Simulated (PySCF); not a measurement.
# Electron correlation in Sn+ (tin, charge +1)

[Kr] 4d10 5s1 5p2, high-spin 4P determinant (an excited configuration). Calculation: PySCF 2.14, in aug-cc-pVQZ-DK3 (9s8p6d3f2g, 102 functions); the spin-free X2C one-electron Hamiltonian (Gaussian nucleus). Frozen: [Kr] 4d10; 3 electrons correlated.

```
  level  correlation energy (mhartree)
   CCSD                         -10.81
    (T)                          -0.07
CCSD(T)                         -10.88
```

Diagnostics: T1 = 0.0027, D1 = 0.0054, largest double amplitude 0.028.

Cost of the coupled-cluster step: roughly 7 core-seconds, for 3 correlated electrons.

Iterations:

```
CC2 = 0
CCSD nocc = (np.int64(3), np.int64(0)), nmo = (79, 79)
frozen orbitals [[0, 1, 2, 3, 4, 5, 6, 7, 8, 9, 10, 11, 12, 13, 14, 15, 16, 17, 18, 19, 20, 21, 22], [0, 1, 2, 3, 4, 5, 6, 7, 8, 9, 10, 11, 12, 13, 14, 15, 16, 17, 18, 19, 20, 21, 22]]
max_cycle = 100
direct = 0
conv_tol = 1e-08
conv_tol_normt = 1e-06
diis_space = 8
diis_start_cycle = 0
Init t2, MP2 energy = -0.00762584564358542
Init E_corr(UCCSD) = -0.00762584564867721
cycle = 1  E_corr(UCCSD) = -0.00974559201163705  dE = -0.00211974636  norm(t1,t2) = 0.0217126
cycle = 2  E_corr(UCCSD) = -0.0104261721214834  dE = -0.00068058011  norm(t1,t2) = 0.00812431
cycle = 3  E_corr(UCCSD) = -0.0108169431421563  dE = -0.000390771021  norm(t1,t2) = 0.00325142
cycle = 4  E_corr(UCCSD) = -0.010810306105075  dE = 6.63703708e-06  norm(t1,t2) = 0.000297083
cycle = 5  E_corr(UCCSD) = -0.010810800735285  dE = -4.9463021e-07  norm(t1,t2) = 2.96386e-05
cycle = 6  E_corr(UCCSD) = -0.0108106898407085  dE = 1.10894576e-07  norm(t1,t2) = 4.6413e-06
cycle = 7  E_corr(UCCSD) = -0.0108107345122494  dE = -4.46715409e-08  norm(t1,t2) = 5.63294e-07
cycle = 8  E_corr(UCCSD) = -0.01081072972438  dE = 4.78786944e-09  norm(t1,t2) = 8.30349e-08
UCCSD converged
E(UCCSD) = -6173.12719709102  E_corr = -0.01081072972437999
UCCSD(T) correction = -7.00784201309777e-05
```
